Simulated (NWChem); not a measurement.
System: CH3BeBrS; SMILES C[S][Be][Br]

The following NWChem deck was run.

```
start job
memory heap 200 mb stack 900 mb global 1100 mb
geometry units angstroms noautoz
  Be     0.241984     0.316302     0.000336
  Br    -0.269025    -1.579201    -0.001000
  S      0.757204     2.140807     0.001674
  C     -0.869018     2.990209     0.002724
  H     -1.450487     2.752451    -0.897516
  H     -0.654433     4.066981     0.005004
  H     -1.451417     2.748769     0.901467
end
basis spherical
  * library def2-svp
end
dft
  xc xpbe96 cpbe96
  iterations 150
  vectors input atomic output neutral.movecs
end
task dft energy
charge 1
dft
  odft
  mult 2
  vectors input atomic output cation.movecs
end
task dft energy
```

Excerpt of the output:

```
             Northwest Computational Chemistry Package (NWChem) 7.3.0
             --------------------------------------------------------

 CS  symmetry detected

                             Geometry "geometry" -> ""
                             -------------------------

 Output coordinates in angstroms (scale by  1.889725989 to convert to a.u.)

  No.       Tag          Charge          X              Y              Z
 ---- ---------------- ---------- -------------- -------------- --------------
    1 Be                   4.0000     0.30132689     0.22534085     0.00000000
    2 Br                  35.0000    -0.02384269    -1.71071915     0.00000000
    3 S                   16.0000     0.63755864     2.09114367     0.00000000
    4 C                    6.0000    -1.06323258     2.77917860     0.00000000
    5 H                    1.0000    -1.61924721     2.48438603    -0.89949253
    6 H                    1.0000    -0.95386190     3.87166462     0.00000000
    7 H                    1.0000    -1.61924721     2.48438603     0.89949253

 Effective nuclear repulsion energy (a.u.)     221.8521576037

      Symmetry information
      --------------------

 Group name             Cs
 Group number              2
 Group order               2
 No. of unique centers     6

  pbe96 is a nonlocal functional; adding pw91lda local functional.

                                 NWChem DFT Module
                                 -----------------

 Summary of "ao basis" -> "ao basis" (spherical)
 ------------------------------------------------------------------------------
       Tag                 Description            Shells   Functions and Types
 ---------------- ------------------------------  ------  ---------------------
 Be                         def2-svp                 5        9   3s2p
 Br                         def2-svp                12       32   5s4p3d
 S                          def2-svp                 8       18   4s3p1d
 C                          def2-svp                 6       14   3s2p1d
 H                          def2-svp                 3        5   2s1p

      Symmetry analysis of basis
      --------------------------

        a'         61
        a"         27

            General Information
            -------------------
          SCF calculation type: DFT
          Wavefunction type:  closed shell.
          No. of atoms     :     7
          No. of electrons :    64
           Alpha electrons :    32
            Beta electrons :    32
          Charge           :     0
          Spin multiplicity:     1
          Use of symmetry is: on ; symmetry adaption is: on
          Maximum number of iterations: 150
          AO basis - number of functions:    88
                     number of shells:    40
          Convergence on energy requested:  1.00D-06
          Convergence on density requested:  1.00D-05
          Convergence on gradient requested:  5.00D-04

              XC Information
              --------------
          PerdewBurkeErnzerhof Exchange Functional  1.000
            Perdew 1991 LDA Correlation Functional  1.000 local
           PerdewBurkeErnz. Correlation Functional  1.000 non-local

             Grid Information
             ----------------
          Grid used for XC integration:  medium
          Radial quadrature: Mura-Knowles
          Angular quadrature: Lebedev.
          Tag              B.-S. Rad. Rad. Pts. Rad. Cut. Ang. Pts.
          ---              ---------- --------- --------- ---------
          Be                  1.05       49          11.0       434
          Br                  1.15      112          13.0       590
          S                   1.00       88          10.0       590
          C                   0.70       49          11.0       434
          H                   0.35       45          13.0       434
          Grid pruning is: on
          Number of quadrature shells:   388
          Spatial weights used:  Erf1

      Superposition of Atomic Density Guess
      -------------------------------------

 Sum of atomic energies:       -3023.10950139

      Non-variational initial energy
      ------------------------------

 Total energy =   -3024.489014
 1-e energy   =   -4643.649737
 2-e energy   =    1397.308566
 HOMO         =      -0.301474
 LUMO         =       0.014884

      Symmetry analysis of molecular orbitals - initial
      -------------------------------------------------

  Numbering of irreducible representations:

     1 a'          2 a"

  Orbital symmetries:

     1 a'          2 a'          3 a'          4 a'          5 a'
     6 a"          7 a'          8 a'          9 a'         10 a'
    11 a'         12 a"         13 a'         14 a'         15 a"
    16 a'         17 a'         18 a'         19 a"         20 a'
    21 a"         22 a'         23 a'         24 a'         25 a'
    26 a"         27 a'         28 a'         29 a"         30 a'
    31 a'         32 a"         33 a'         34 a'         35 a"
    36 a'         37 a'         38 a'         39 a'         40 a"
    41 a'         42 a"

   convergence    iter        energy       DeltaE   RMS-Dens  Diis-err
 ---------------- ----- ----------------- --------- --------- ---------
 d= 0,ls=0.0,diis     1  -3025.9162749362 -3.25D+03  1.35D-02  5.04D-01
 d= 0,ls=0.0,diis     2  -3025.8985776985  1.77D-02  9.68D-03  5.04D-01
 d= 0,ls=0.0,diis     3  -3025.9610290106 -6.25D-02  3.19D-03  7.67D-02
 d= 0,ls=0.0,diis     4  -3025.9738607130 -1.28D-02  4.67D-04  1.26D-03
 d= 0,ls=0.0,diis     5  -3025.9740061884 -1.45D-04  1.89D-04  1.85D-04
  Resetting Diis
 d= 0,ls=0.0,diis     6  -3025.9740348626 -2.87D-05  4.96D-05  1.19D-05
 d= 0,ls=0.0,diis     7  -3025.9740372377 -2.38D-06  1.41D-05  5.93D-07
 d= 0,ls=0.0,diis     8  -3025.9740372272  1.04D-08  8.34D-06  6.42D-07

         Total DFT energy =    -3025.974037227244
      One electron energy =    -4646.302780894713
           Coulomb energy =     1524.256680894568
    Exchange-Corr. energy =     -125.780094830817
 Nuclear repulsion energy =      221.852157603718

 Numeric. integr. density =       63.999998596033

                  Occupations of the irreducible representations
                  ----------------------------------------------

                     irrep           alpha         beta
                     --------     --------     --------
                     a'               24.0         24.0
                     a"                8.0          8.0

                       DFT Final Molecular Orbital Analysis
                       ------------------------------------

 Vector   30  Occ=2.000000D+00  E=-2.766232D-01  Symmetry=a"
              MO Center=  1.6D-02, -1.4D+00, -2.4D-11, r^2= 2.1D+00
   Bfn.  Coefficient  Atom+Function         Bfn.  Coefficient  Atom+Function
  ----- ------------  ---------------      ----- ------------  ---------------
    26      0.547372  2 Br pz                23      0.505409  2 Br pz
    20     -0.336035  2 Br pz                 6     -0.158605  1 Be pz
    17      0.109328  2 Br pz                 9      0.069562  1 Be pz
    51      0.066116  3 S  pz                54      0.063328  3 S  pz
    48      0.036629  3 S  pz                65     -0.034475  4 C  pz

 Vector   31  Occ=2.000000D+00  E=-2.668715D-01  Symmetry=a'
              MO Center=  4.3D-01,  1.8D+00, -2.4D-13, r^2= 3.5D+00
   Bfn.  Coefficient  Atom+Function         Bfn.  Coefficient  Atom+Function
  ----- ------------  ---------------      ----- ------------  ---------------
    53      0.329724  3 S  py                50      0.288570  3 S  py
    52      0.288098  3 S  px                49      0.235437  3 S  px
     5      0.233500  1 Be py                 2     -0.219131  1 Be s
    45      0.219728  3 S  s                 44      0.183866  3 S  s
    24     -0.178649  2 Br px                47      0.165717  3 S  py

 Vector   32  Occ=2.000000D+00  E=-2.193421D-01  Symmetry=a"
              MO Center=  4.3D-01,  1.8D+00,  7.1D-16, r^2= 2.7D+00
   Bfn.  Coefficient  Atom+Function         Bfn.  Coefficient  Atom+Function
  ----- ------------  ---------------      ----- ------------  ---------------
    54      0.593290  3 S  pz                51      0.415794  3 S  pz
    48      0.238494  3 S  pz                26     -0.183943  2 Br pz
     6     -0.148162  1 Be pz                23     -0.128469  2 Br pz
    74      0.126574  5 H  s                 84     -0.126574  7 H  s
    65     -0.116517  4 C  pz                20      0.087489  2 Br pz

 Vector   33  Occ=0.000000D+00  E=-6.503326D-02  Symmetry=a'
              MO Center=  1.5D-01,  7.0D-01, -1.4D-12, r^2= 4.4D+00
   Bfn.  Coefficient  Atom+Function         Bfn.  Coefficient  Atom+Function
  ----- ------------  ---------------      ----- ------------  ---------------
    62      0.691580  4 C  s                  4     -0.547367  1 Be px
     7      0.423094  1 Be px                45     -0.359668  3 S  s
    24     -0.299746  2 Br px                80     -0.299250  6 H  s
    66      0.255370  4 C  px                61      0.200742  4 C  s
    52      0.197426  3 S  px                53     -0.190941  3 S  py

 Vector   34  Occ=0.000000D+00  E=-3.027522D-02  Symmetry=a"
              MO Center=  2.1D-01,  3.6D-01, -1.1D-10, r^2= 4.0D+00
   Bfn.  Coefficient  Atom+Function         Bfn.  Coefficient  Atom+Function
  ----- ------------  ---------------      ----- ------------  ---------------
     6      0.621223  1 Be pz                 9     -0.513165  1 Be pz
    54      0.358749  3 S  pz                26      0.320243  2 Br pz
    75      0.220717  5 H  s                 85     -0.220717  7 H  s
    68      0.201050  4 C  pz                23      0.184384  2 Br pz
    51      0.183443  3 S  pz                20     -0.119091  2 Br pz

 Vector   35  Occ=0.000000D+00  E=-2.666456D-02  Symmetry=a'
              MO Center=  1.3D-01,  2.8D-01,  1.1D-10, r^2= 6.0D+00
   Bfn.  Coefficient  Atom+Function         Bfn.  Coefficient  Atom+Function
  ----- ------------  ---------------      ----- ------------  ---------------
     3      1.225869  1 Be s                 45     -0.473554  3 S  s
    14     -0.392504  2 Br s                 25     -0.377955  2 Br py
    62     -0.299761  4 C  s                 53      0.293551  3 S  py
    13     -0.279884  2 Br s                  2      0.269240  1 Be s
    44     -0.234060  3 S  s                 66      0.204562  4 C  px

     Multipole analysis of the density
     ---------------------------------

     L   x y z        total         alpha         beta         nuclear
     -   - - -        -----         -----         ----         -------
     0   0 0 0     -0.000000    -32.000000    -32.000000     64.000000

     1   1 0 0     -0.554290     -0.277145     -0.277145      0.000000
     1   0 1 0      0.385875      0.192938      0.192938      0.000000
     1   0 0 1      0.000000      0.000000      0.000000      0.000000

     2   2 0 0    -31.783984    -51.287205    -51.287205     70.790426
     2   1 1 0     -3.399456      9.794395      9.794395    -22.988246
     2   1 0 1     -0.000000     -0.000000     -0.000000      0.000000
     2   0 2 0    -31.862642   -455.664969   -455.664969    879.467296
     2   0 1 1     -0.000000     -0.000000     -0.000000      0.000000
     2   0 0 2    -33.082349    -19.430475    -19.430475      5.778602

                                 NWChem DFT Module
                                 -----------------

      Symmetry analysis of basis
      --------------------------

        a'         61
        a"         27

            General Information
            -------------------
          SCF calculation type: DFT
          Wavefunction type:  spin polarized.
          No. of atoms     :     7
          No. of electrons :    63
           Alpha electrons :    32
            Beta electrons :    31
          Charge           :     1
          Spin multiplicity:     2
          Use of symmetry is: on ; symmetry adaption is: on
          Maximum number of iterations: 150
          AO basis - number of functions:    88
                     number of shells:    40
          Convergence on energy requested:  1.00D-06
          Convergence on density requested:  1.00D-05
          Convergence on gradient requested:  5.00D-04

              XC Information
              --------------
          PerdewBurkeErnzerhof Exchange Functional  1.000
            Perdew 1991 LDA Correlation Functional  1.000 local
           PerdewBurkeErnz. Correlation Functional  1.000 non-local

             Grid Information
             ----------------
          Grid used for XC integration:  medium
          Radial quadrature: Mura-Knowles
          Angular quadrature: Lebedev.
          Tag              B.-S. Rad. Rad. Pts. Rad. Cut. Ang. Pts.
          ---              ---------- --------- --------- ---------
          Be                  1.05       49          11.0       434
          Br                  1.15      112          13.0       590
          S                   1.00       88          10.0       590
          C                   0.70       49          11.0       434
          H                   0.35       45          13.0       434
          Grid pruning is: on
          Number of quadrature shells:   388
          Spatial weights used:  Erf1

      Superposition of Atomic Density Guess
      -------------------------------------

 Sum of atomic energies:       -3023.10950139

 Renormalizing density from      64.00 to     63

      Non-variational initial energy
      ------------------------------

 Total energy =   -2995.256739
 1-e energy   =   -4571.092710
 2-e energy   =    1353.983813
 HOMO         =      -0.545778
 LUMO         =      -0.229872

   Symmetry analysis of molecular orbitals - initial alpha
   -------------------------------------------------------

  Numbering of irreducible representations:

     1 a'          2 a"

  Orbital symmetries:

     1 a'          2 a'          3 a'          4 a'          5 a'
     6 a"          7 a'          8 a'          9 a'         10 a'
    11 a'         12 a"         13 a'         14 a'         15 a"
    16 a'         17 a'         18 a'         19 a"         20 a'
    21 a"         22 a'         23 a'         24 a'         25 a'
    26 a'         27 a"         28 a'         29 a"         30 a'
    31 a'         32 a"         33 a'         34 a'         35 a"
    36 a'         37 a'         38 a'         39 a'         40 a"
    41 a'         42 a"

   Symmetry analysis of molecular orbitals - initial beta
   ------------------------------------------------------

  Numbering of irreducible representations:

     1 a'          2 a"

  Orbital symmetries:

     1 a'          2 a'          3 a'          4 a'          5 a'
     6 a"          7 a'          8 a'          9 a'         10 a'
    11 a'         12 a"         13 a'         14 a'         15 a"
    16 a'         17 a'         18 a'         19 a"         20 a'
    21 a"         22 a'         23 a'         24 a'         25 a'
    26 a'         27 a"         28 a'         29 a"         30 a'
    31 a'         32 a"         33 a'         34 a'         35 a"
    36 a'         37 a'         38 a'         39 a'         40 a"
    41 a'         42 a"

[...]
```

Level: PBE/def2-SVP, vertical spin-unrestricted ions. All runs use the structure optimised with PBE0/def2-SVP.
